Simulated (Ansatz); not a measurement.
Ga₁₀P₁₁H₂₈⁺, a nanocrystal cut from wurtzite GaP (hydrogen-capped), relaxed as a singlet with RKS PBE-D4/def2-SVP in Ansatz, starting from the GFN2-xTB geometry. Force threshold 0.03 eV/Å.

Single mean-field runs in def2-SVP are fitted with def2-universal-jkfit.

Start:

```xyz
49

P     0.5689    0.1499   -4.6010
Ga    1.1418   -1.6219   -2.8547
P     3.9285    0.9200   -0.2207
Ga    4.6929   -0.7376    1.5373
P     0.9682    3.0240   -2.2192
Ga   -0.4775    2.2667   -4.0797
Ga    1.5605    1.4927   -0.2927
P     0.3767   -0.5620   -0.8369
P     2.4472   -1.1516    2.3913
Ga    0.9204   -2.2581    0.8461
P    -2.3644    1.4883   -2.6831
Ga   -2.0228   -0.1579   -0.7931
P    -3.0883   -2.3115   -1.2015
P    -1.2083   -2.8382    1.8786
Ga   -2.7179   -4.1591    0.4945
P     0.7377    2.3396    1.8021
Ga    1.5542    0.7810    3.5344
Ga   -1.5927    3.0196    1.4661
P    -2.6158    0.7947    1.3346
P    -0.6342    0.0425    4.4225
Ga   -2.3505   -1.0209    2.9901
H     1.6615    0.4868   -5.3880
H    -0.1931   -0.3636   -5.6414
H     2.6968   -1.6465   -2.8666
H     0.1892   -2.7985   -3.2113
H     4.1343    0.4510   -1.5124
H     4.6172    2.1133   -0.3823
H     5.2274   -1.9375    0.7159
H     5.4751    0.1208    2.5686
H     2.1195    3.6151   -2.7211
H     0.4288    4.1803   -1.6729
H    -0.8412    3.3698   -5.1167
H     2.5890   -2.0532    3.4404
H     1.5822   -3.4584    0.0845
H    -3.4139    1.0699   -3.4894
H    -3.0142    2.5925   -2.1505
H    -2.5686   -2.6359   -2.4495
H    -4.3737   -2.0280   -1.6413
H    -0.8592   -3.6436    2.9563
H    -1.9614   -5.2506   -0.3027
H    -4.0819   -4.3015    1.2233
H     1.5158    3.4840    1.9417
H     2.4969    1.5196    4.5374
H    -1.6861    3.6552    0.0224
H    -2.0979    3.7244    2.7508
H    -3.9891    0.9481    1.1766
H    -0.5212   -0.5787    5.6584
H    -1.2379    1.2083    4.8825
H    -3.7187   -1.3433    3.6725
```

Problem. Estimate the energy that the relaxation releases and the steps that it takes.

Solution. 0.87 eV, in 5 steps; 20 s on 4 threads of AMD EPYC 7R13 on a shared host and a share (37 GiB) of an NVIDIA H100 80GB HBM3. No frequencies were taken in this run, so the end may be a saddle point.

Problem. Does the start keep its bonding and symmetry?

Solution. By distances, no bond broke or formed. The bond that changes most is P5–Ga7, from 2.53 to 2.42 Å (atoms count from 1). Point group Cs at the start, Cs at the end, both within 0.05 Å.

Problem. Predict the relaxed structure.

Solution. 
```xyz
49

P     0.510    0.253   -4.509
Ga    1.128   -1.566   -2.920
P     3.827    0.839   -0.309
Ga    4.561   -0.687    1.516
P     0.994    2.960   -2.091
Ga   -0.524    2.297   -3.834
Ga    1.518    1.368   -0.341
P     0.404   -0.625   -0.833
P     2.340   -1.092    2.407
Ga    0.915   -2.252    0.884
P    -2.362    1.416   -2.558
Ga   -1.893   -0.203   -0.816
P    -2.945   -2.280   -1.254
P    -1.187   -2.718    1.914
Ga   -2.670   -4.023    0.503
P     0.759    2.255    1.690
Ga    1.462    0.823    3.491
Ga   -1.542    2.940    1.344
P    -2.543    0.734    1.230
P    -0.658    0.101    4.381
Ga   -2.318   -0.920    2.963
H     1.625    0.669   -5.301
H    -0.321   -0.227   -5.569
H     2.702   -1.567   -2.971
H     0.161   -2.740   -3.324
H     4.121    0.344   -1.617
H     4.558    2.066   -0.350
H     5.067   -1.972    0.768
H     5.348    0.271    2.483
H     2.196    3.377   -2.744
H     0.579    4.207   -1.533
H    -0.884    3.397   -4.887
H     2.563   -2.028    3.468
H     1.590   -3.522    0.243
H    -3.276    0.859   -3.506
H    -3.161    2.485   -2.053
H    -2.465   -2.686   -2.537
H    -4.311   -2.018   -1.583
H    -0.866   -3.609    2.989
H    -1.850   -5.160   -0.204
H    -4.096   -4.091    1.161
H     1.515    3.460    1.854
H     2.367    1.550    4.546
H    -1.584    3.484   -0.155
H    -2.078    3.725    2.594
H    -3.953    0.940    1.092
H    -0.403   -0.783    5.475
H    -1.257    1.181    5.102
H    -3.665   -1.231    3.704
```
Bond lengths (bridged metal pairs left out): 28 × Ga–P 2.34 to 2.49 Å; 16 × H–P 1.43 Å; 12 × Ga–H 1.56 to 1.59 Å.
